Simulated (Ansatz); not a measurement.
Total energies of Ta3Se12 from Ansatz at PBE0-D4/def2-SVP, gas phase (1 Eh = 27.2114 eV = 2625.5 kJ/mol). The reference geometry is relaxed at PBE-D4/def2-SVP.

```xyz
15

Ta   -1.9078   -0.5684   -0.3641
Ta    1.0803   -1.9543    0.6454
Ta    0.9980    1.6603   -0.4207
Se   -1.7389   -0.9489   -2.7741
Se   -4.1522   -0.3303    0.1863
Se    0.6009   -0.7078   -1.8037
Se   -1.7777    2.1594   -0.6324
Se   -1.3010   -2.8433    0.5102
Se   -0.6262    0.2889    2.1883
Se    2.7794   -0.1185   -0.0526
Se    0.5924    2.3604    1.9758
Se    2.3938   -3.8429    0.7573
Se    0.9857   -1.2702    3.0551
Se    2.4471    3.4593   -0.8392
Se   -0.3739    2.6563   -2.4315
```

```tsv
state	geometry	energy (Eh)
charge 0 doublet	reference	-28983.50740
charge 1 triplet	reference	-28983.20883
charge -1 singlet	reference	-28983.65199
charge 0 quartet	relaxed at PBE-D4/def2-SVP	-28983.47746
free Ta atom (quartet)	–	-56.81757
free Se atom (triplet)	–	-2400.91098
```

In the def2 sets Ta takes a core potential; there is no spin–orbit coupling. Single mean-field runs in def2-SVP are fitted with def2-universal-jkfit.

Question: Work out the vertical ionisation energy to the triplet.

Answer: E(charge 1 triplet) − E(charge 0 doublet) = -28983.20883 − (-28983.50740) = 0.29857 Eh = 8.12 eV. For comparison, −ε of the highest occupied level of the spin that leaves is 6.96 eV at this level, 1.16 eV less.

Question: Work out the vertical electron affinity, to the singlet.

Answer: E(charge 0 doublet) − E(charge -1 singlet) = -28983.50740 − (-28983.65199) = 0.14459 Eh = 3.93 eV. The basis lacks diffuse functions, which makes affinities too small.

Question: Give the fundamental gap IE − EA, the Mulliken electronegativity (IE + EA)/2 and the hardness (IE − EA)/2.

Answer: From the values in Eh: IE − EA = 0.29857 − 0.14459 = 0.15398 Eh = 4.19 eV; (IE + EA)/2 = 6.03 eV; (IE − EA)/2 = 2.10 eV.

Question: Which of the charge 0 states is lowest, and how far above it are the others?

Answer: The doublet. quartet: -28983.47746 − (-28983.50740) = 0.02994 Eh = 78.6 kJ/mol. The quartet differs in its bonds from the reference.

Question: What is the binding energy per atom against free atoms?

Answer: Atoms: 3 × (-56.81757) + 12 × (-2400.91098) = -28981.38447 Eh. Binding: -28981.38447 − (-28983.50740) = 2.12293 Eh = 57.77 eV, or 3.85 eV for each of 15 atoms (no zero-point energy, no counterpoise term).

At PBE0-D4/def2-SVP the charge 0 quartet is spin-contaminated (final ⟨S²⟩ up to 3.87, 3.75 for a pure state).
